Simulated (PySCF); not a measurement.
BaF, charge +1, singlet, geometry from GFN2-xTB (such geometries of metal compounds can be far from the true shape) (core potentials on Ba); B3LYP5/def2-SVP run with PySCF.

Here is a job for PySCF.
```python
from pyscf import gto, scf, dft

mol = gto.M(
    atom='''
Ba   -0.000000   -0.000000   -0.325436
F     0.000000    0.000000    2.024934
''',
    basis='def2-svp',
    ecp={'Ba': 'def2-svp'},
    charge=1,
    spin=0,
    verbose=4,
)

mf = dft.RKS(mol)
mf.xc = 'b3lyp5'
mf.grids.atom_grid = (99, 590)
mf.grids.prune = None
mf.kernel()
```

It wrote (shortened):

```
PySCF version 2.14.0

[INPUT] verbose = 4
[INPUT] num. atoms = 2
[INPUT] num. electrons = 18
[INPUT] charge = 1
[INPUT] spin (= nelec alpha-beta = 2S) = 0
[INPUT] symmetry False subgroup None
[INPUT] Mole.unit = angstrom
[INPUT] Symbol           X                Y                Z      unit          X                Y                Z       unit  Magmom
[INPUT]  1 Ba     0.000000000000   0.000000000000  -0.325436000000 AA    0.000000000000   0.000000000000  -0.614984911074 Bohr   0.0
[INPUT]  2 F      0.000000000000   0.000000000000   2.024934000000 AA    0.000000000000   0.000000000000   3.826570680320 Bohr   0.0

nuclear repulsion = 20.2631708976885
number of shells = 15
number of NR pGTOs = 73
number of NR cGTOs = 37
basis = def2-svp
ecp = {'Ba': 'def2-svp'}

******** <class 'pyscf.dft.rks.RKS'> ********
method = RKS
initial guess = minao
damping factor = 0
level_shift factor = 0
DIIS = <class 'pyscf.scf.diis.CDIIS'>
diis_start_cycle = 1
diis_space = 8
diis_damp = 0
SCF conv_tol = 1e-09
SCF conv_tol_grad = None
SCF max_cycles = 50
direct_scf = True
direct_scf_tol = 1e-13
XC library pyscf.dft.libxc version 7.1.2
    S. Lehtola, C. Steigemann, M. J. T. Oliveira, and M. A. L. Marques,  SoftwareX 7, 1–5 (2018)
XC functionals = b3lyp5
    P. A. M. Dirac,  Math. Proc. Cambridge Philos. Soc. 26, 376 (1930)
    F. Bloch,  Z. Phys. 57, 545 (1929)
    A. D. Becke,  Phys. Rev. A 38, 3098 (1988)
    C. Lee, W. Yang, and R. G. Parr,  Phys. Rev. B 37, 785 (1988)
    B. Miehlich, A. Savin, H. Stoll, and H. Preuss,  Chem. Phys. Lett. 157, 200 (1989)
    S. H. Vosko, L. Wilk, and M. Nusair,  Can. J. Phys. 58, 1200 (1980)
radial grids:
    Treutler-Ahlrichs [JCP 102, 346 (1995); DOI:10.1063/1.469408] (M4) radial grids

becke partition: Becke, JCP 88, 2547 (1988); DOI:10.1063/1.454033
pruning grids: None
grids dens level: 3
symmetrized grids: False
atomic radii adjust function: <function treutler_atomic_radii_adjust>
User specified grid scheme (99, 590)
small_rho_cutoff = 0
Set gradient conv threshold to 3.16228e-05
Initial guess from minao.
tot grids = 116824
init E= -115.080280905323
  HOMO = -0.650867505607866  LUMO = -0.253742739507281  gap/eV = 10.80632
cycle= 1 E= -124.898046300778  delta_E= -9.82  |g|= 0.792  |ddm|= 2.04

WARN: HOMO -0.246204235887699 == LUMO -0.245886473253384

cycle= 2 E= -118.178986322096  delta_E= 6.72  |g|= 4.71  |ddm|= 4.86
  HOMO = -0.434909669320045  LUMO = -0.23697483275247  gap/eV = 5.38608
cycle= 3 E= -125.019244272847  delta_E= -6.84  |g|= 0.284  |ddm|= 4.65
  HOMO = -0.434373821777433  LUMO = -0.244796288774096  gap/eV = 5.15867
cycle= 4 E= -125.028041921966  delta_E= -0.0088  |g|= 0.107  |ddm|= 0.154
  HOMO = -0.449497195715932  LUMO = -0.242313825400997  gap/eV = 5.63775
cycle= 5 E= -125.03049742797  delta_E= -0.00246  |g|= 0.0358  |ddm|= 0.0726
  HOMO = -0.456578750423798  LUMO = -0.242482868506936  gap/eV = 5.82585
cycle= 6 E= -125.030754141783  delta_E= -0.000257  |g|= 0.00194  |ddm|= 0.0279
  HOMO = -0.456256446470017  LUMO = -0.24256456429195  gap/eV = 5.81485
cycle= 7 E= -125.030754997148  delta_E= -8.55e-07  |g|= 0.000395  |ddm|= 0.00194
  HOMO = -0.456291396670804  LUMO = -0.242552401592809  gap/eV = 5.81613
cycle= 8 E= -125.030755026909  delta_E= -2.98e-08  |g|= 1.23e-05  |ddm|= 0.000279
  HOMO = -0.456291233368553  LUMO = -0.242550924115646  gap/eV = 5.81617
cycle= 9 E= -125.030755026912  delta_E= -3.13e-12  |g|= 1.11e-05  |ddm|= 1.08e-05
  HOMO = -0.456285237727972  LUMO = -0.242551272787149  gap/eV = 5.81600
Extra cycle  E= -125.030755026791  delta_E= 1.22e-10  |g|= 2.77e-05  |ddm|= 2.88e-05
converged SCF energy = -125.030755026791
```
